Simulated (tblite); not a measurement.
Record of a relaxation.

C4H6F4Ge.
SMILES with atom numbers: `[CH3:1]/[C:2](=[CH:3]\[C:4]([F:5])([F:6])[F:7])[GeH2:8][F:9]` (hydrogens: H10, H11, H12 on C1; H13 on C3; H14, H15 on Ge8)

Computed with GFN2-xTB (tblite), gas phase: L-BFGS steps from a force-field or distance-geometry start until the largest atomic force falls under 0.01 eV/Å. 10 of its 178 geometries are shown.

Step 0: E = -884.1047 eV, largest atomic force 1.783 eV/Å
```
atom  x, y, z in Å  |  force x, y, z in eV/Å
C1      0.181   -1.409   -0.626   -0.492  -0.040  -0.067
C2      0.352   -0.029   -0.044   -0.796  -0.622   0.166
C3     -0.668    0.750    0.328    0.071   0.039  -0.150
C4     -2.126    0.373    0.174    0.244   0.153   0.461
F5     -2.925    1.395    0.650    0.579  -1.478  -0.769
F6     -2.398   -0.768    0.926   -0.174   1.334  -1.170
F7     -2.429    0.133   -1.150   -0.189   0.115   1.593
Ge8     2.158    0.634    0.225    0.672   0.217  -0.818
F9      2.418    0.959    1.926    0.015   0.017  -0.276
H10     1.151   -1.874   -0.840   -0.214   0.171   0.061
H11    -0.369   -2.065    0.087    0.297   0.462  -0.546
H12    -0.399   -1.345   -1.575    0.326  -0.136   0.666
H13    -0.467    1.734    0.754   -0.273  -0.284  -0.092
H14     2.337    1.935   -0.596    0.080  -0.182   0.549
H15     3.180   -0.414   -0.259   -0.145   0.234   0.392
```

Step 20: E = -884.4200 eV, largest atomic force 0.032 eV/Å
```
atom  x, y, z in Å  |  force x, y, z in eV/Å
C1      0.150   -1.418   -0.627   -0.017  -0.010   0.001
C2      0.340   -0.051   -0.058    0.013  -0.010  -0.015
C3     -0.660    0.739    0.322    0.009   0.004  -0.025
C4     -2.105    0.365    0.196   -0.007   0.002   0.006
F5     -2.913    1.340    0.630    0.002   0.004   0.003
F6     -2.441   -0.742    0.884    0.029  -0.003  -0.003
F7     -2.461    0.122   -1.084   -0.005  -0.010   0.010
Ge8     2.187    0.648    0.122    0.016  -0.001   0.006
F9      2.431    0.974    1.820   -0.028  -0.013  -0.007
H10     1.110   -1.890   -0.835   -0.006   0.018   0.016
H11    -0.404   -2.047    0.068   -0.004  -0.003   0.014
H12    -0.423   -1.372   -1.553    0.003   0.020  -0.005
H13    -0.491    1.721    0.738   -0.003   0.000  -0.003
H14     2.438    2.008   -0.470   -0.003   0.001   0.007
H15     3.238   -0.389   -0.176    0.003   0.001  -0.003
```

Step 39: E = -884.4228 eV, largest atomic force 0.015 eV/Å
```
atom  x, y, z in Å  |  force x, y, z in eV/Å
C1      0.141   -1.417   -0.631    0.008   0.001  -0.001
C2      0.344   -0.043   -0.085   -0.004   0.005   0.002
C3     -0.652    0.753    0.292   -0.010   0.002  -0.008
C4     -2.095    0.362    0.202    0.000   0.006  -0.001
F5     -2.908    1.327    0.648    0.001   0.014   0.001
F6     -2.393   -0.744    0.909   -0.001   0.000  -0.001
F7     -2.478    0.102   -1.066   -0.010  -0.008   0.006
Ge8     2.188    0.648    0.116    0.013   0.006   0.005
F9      2.377    0.935    1.828    0.005  -0.002   0.001
H10     1.098   -1.901   -0.822    0.010  -0.006   0.005
H11    -0.425   -2.028    0.070   -0.001  -0.005  -0.009
H12    -0.421   -1.375   -1.564   -0.003  -0.002   0.001
H13    -0.482    1.744    0.690   -0.003  -0.008  -0.002
H14     2.450    2.021   -0.438   -0.002   0.002   0.006
H15     3.251   -0.379   -0.172   -0.003  -0.003  -0.006
```

Step 59: E = -884.4239 eV, largest atomic force 0.035 eV/Å
```
atom  x, y, z in Å  |  force x, y, z in eV/Å
C1      0.152   -1.420   -0.632   -0.004   0.012   0.010
C2      0.339   -0.039   -0.100    0.004   0.020   0.029
C3     -0.658    0.758    0.272   -0.011   0.000  -0.001
C4     -2.103    0.367    0.207    0.013  -0.002  -0.009
F5     -2.907    1.348    0.635    0.005   0.000  -0.008
F6     -2.396   -0.717    0.950    0.014   0.000   0.004
F7     -2.504    0.068   -1.046    0.006   0.001  -0.004
Ge8     2.185    0.649    0.115    0.015   0.025  -0.019
F9      2.378    0.876    1.835    0.009  -0.011   0.007
H10     1.115   -1.903   -0.790   -0.006  -0.011  -0.009
H11    -0.432   -2.024    0.059   -0.018  -0.009   0.008
H12    -0.386   -1.388   -1.579   -0.001  -0.010  -0.014
H13    -0.487    1.754    0.655    0.001  -0.019  -0.001
H14     2.449    2.042   -0.388   -0.011   0.007   0.003
H15     3.250   -0.364   -0.215   -0.015  -0.003   0.004
```

Step 79: E = -884.4335 eV, largest atomic force 0.225 eV/Å
```
atom  x, y, z in Å  |  force x, y, z in eV/Å
C1      0.170   -1.417   -0.559   -0.008  -0.085  -0.035
C2      0.331   -0.008   -0.103   -0.028  -0.013   0.051
C3     -0.678    0.787    0.235   -0.043   0.018  -0.023
C4     -2.118    0.375    0.192   -0.087  -0.028  -0.008
F5     -2.939    1.434    0.295    0.082  -0.166  -0.012
F6     -2.457   -0.471    1.191    0.043   0.116  -0.148
F7     -2.454   -0.259   -0.954    0.024   0.136   0.177
Ge8     2.171    0.691    0.073    0.104   0.028   0.101
F9      2.626    0.301    1.728   -0.017   0.008  -0.170
H10     1.108   -1.966   -0.431   -0.097   0.046  -0.001
H11    -0.620   -1.921   -0.001    0.071  -0.015  -0.087
H12    -0.095   -1.433   -1.620    0.025  -0.017   0.122
H13    -0.515    1.803    0.570   -0.051  -0.005  -0.017
H14     2.286    2.201    0.089    0.032  -0.151  -0.038
H15     3.179   -0.109   -0.728   -0.051   0.128   0.088
```

Step 98: E = -884.4465 eV, largest atomic force 0.067 eV/Å
```
atom  x, y, z in Å  |  force x, y, z in eV/Å
C1      0.177   -1.424   -0.508   -0.008   0.022  -0.007
C2      0.323   -0.008   -0.073   -0.003   0.015  -0.013
C3     -0.694    0.797    0.216   -0.001   0.003   0.045
C4     -2.134    0.381    0.179    0.028   0.012  -0.026
F5     -2.954    1.438    0.239   -0.005   0.027   0.042
F6     -2.478   -0.427    1.202    0.029   0.010  -0.025
F7     -2.466   -0.285   -0.942    0.011  -0.012  -0.020
Ge8     2.166    0.697    0.073   -0.043   0.016  -0.003
F9      2.739    0.101    1.609    0.000   0.004   0.035
H10     1.083   -1.986   -0.283    0.011  -0.006   0.025
H11    -0.674   -1.907   -0.036   -0.019  -0.055   0.021
H12     0.021   -1.445   -1.587    0.008  -0.044  -0.043
H13    -0.541    1.824    0.514   -0.030   0.014   0.000
H14     2.263    2.188    0.228    0.006   0.023   0.026
H15     3.164    0.066   -0.853    0.014  -0.030  -0.058
```

Step 118: E = -884.4568 eV, largest atomic force 0.025 eV/Å
```
atom  x, y, z in Å  |  force x, y, z in eV/Å
C1      0.190   -1.446   -0.385   -0.008   0.006   0.020
C2      0.308    0.002   -0.059    0.003   0.004   0.000
C3     -0.712    0.821    0.175   -0.002   0.001   0.008
C4     -2.150    0.404    0.136   -0.003  -0.007   0.002
F5     -2.975    1.453    0.261    0.016   0.010   0.010
F6     -2.478   -0.455    1.120   -0.011  -0.020   0.002
F7     -2.491   -0.206   -1.015    0.003  -0.007  -0.008
Ge8     2.146    0.721    0.045   -0.004   0.010  -0.009
F9      2.911   -0.257    1.273    0.006   0.001   0.011
H10     0.992   -1.992    0.114   -0.008  -0.010   0.001
H11    -0.768   -1.868   -0.090   -0.003  -0.001  -0.003
H12     0.311   -1.587   -1.460    0.015   0.016  -0.013
H13    -0.567    1.865    0.411   -0.008   0.016  -0.010
H14     2.252    2.118    0.593   -0.005  -0.002   0.001
H15     3.029    0.438   -1.139    0.009  -0.017  -0.013
```

Step 138: E = -884.4599 eV, largest atomic force 0.021 eV/Å
```
atom  x, y, z in Å  |  force x, y, z in eV/Å
C1      0.189   -1.438   -0.401   -0.001   0.001  -0.008
C2      0.308    0.004   -0.050   -0.012   0.004  -0.016
C3     -0.712    0.819    0.197   -0.007  -0.009   0.007
C4     -2.149    0.397    0.150   -0.005  -0.006  -0.005
F5     -2.976    1.431    0.358    0.009  -0.012   0.003
F6     -2.466   -0.535    1.069    0.005   0.019   0.008
F7     -2.497   -0.132   -1.041   -0.002   0.008  -0.001
Ge8     2.150    0.714    0.038    0.006   0.000  -0.004
F9      2.867   -0.138    1.385    0.005   0.003  -0.005
H10     0.986   -1.998    0.092   -0.010   0.007   0.001
H11    -0.771   -1.866   -0.124    0.004   0.006  -0.006
H12     0.322   -1.552   -1.479    0.007  -0.002   0.016
H13    -0.571    1.864    0.434   -0.004  -0.014   0.003
H14     2.269    2.157    0.443   -0.004  -0.005  -0.002
H15     3.045    0.279   -1.091    0.009   0.000   0.011
```

Step 157: E = -884.4623 eV, largest atomic force 0.053 eV/Å
```
atom  x, y, z in Å  |  force x, y, z in eV/Å
C1      0.191   -1.444   -0.406    0.006   0.034  -0.031
C2      0.306    0.002   -0.070   -0.038  -0.015   0.023
C3     -0.712    0.814    0.193    0.002   0.029   0.001
C4     -2.151    0.399    0.165    0.018   0.026   0.028
F5     -2.963    1.428    0.442   -0.013   0.011  -0.010
F6     -2.449   -0.567    1.052   -0.013  -0.038   0.034
F7     -2.534   -0.074   -1.037   -0.012  -0.015  -0.035
Ge8     2.148    0.712    0.016    0.005   0.003  -0.003
F9      2.853   -0.114    1.387    0.003   0.014  -0.010
H10     0.902   -2.003    0.205   -0.018  -0.013  -0.011
H11    -0.808   -1.843   -0.252    0.041   0.006  -0.020
H12     0.474   -1.583   -1.452   -0.012  -0.029   0.030
H13    -0.570    1.858    0.434    0.018  -0.007  -0.014
H14     2.252    2.164    0.395    0.011  -0.010   0.003
H15     3.057    0.259   -1.094    0.000   0.005   0.015
```

Step 177: E = -884.4643 eV, largest atomic force 0.007 eV/Å
```
atom  x, y, z in Å  |  force x, y, z in eV/Å
C1      0.189   -1.449   -0.419   -0.001   0.003  -0.004
C2      0.303   -0.003   -0.089    0.003  -0.001   0.006
C3     -0.710    0.811    0.186    0.006   0.000   0.001
C4     -2.150    0.401    0.188    0.000   0.001  -0.002
F5     -2.953    1.425    0.502   -0.002  -0.005  -0.002
F6     -2.426   -0.582    1.064    0.000   0.001   0.002
F7     -2.565   -0.051   -1.014   -0.004  -0.003  -0.002
Ge8     2.144    0.716   -0.003    0.003  -0.002  -0.002
F9      2.851   -0.090    1.378   -0.001   0.000  -0.003
H10     0.763   -2.020    0.313    0.001   0.004   0.005
H11    -0.836   -1.809   -0.426   -0.001  -0.001  -0.003
H12     0.638   -1.632   -1.397    0.000   0.004  -0.001
H13    -0.556    1.855    0.424   -0.005   0.002   0.001
H14     2.235    2.169    0.372    0.006  -0.002   0.000
H15     3.068    0.267   -1.102   -0.004  -0.002   0.002
```

**Question.** Summarise the path.

**Answer.** The energy falls by 0.3596 eV from step 0 to step 177; nine tenths of that is first reached at step 71. It rises by more than 0.2 meV at steps 76, 79, 106 and 109. The largest force goes from 1.783 to 0.007 eV/Å. Among the bonds C4–F6 changes most, from 1.393 to 1.346 Å; the atoms move by 0.704 Å rms after alignment.

What follows is the cost of the whole relaxation. The run took 1.3 s wall on Arm Neoverse V1, one thread, no GPU, shared host.
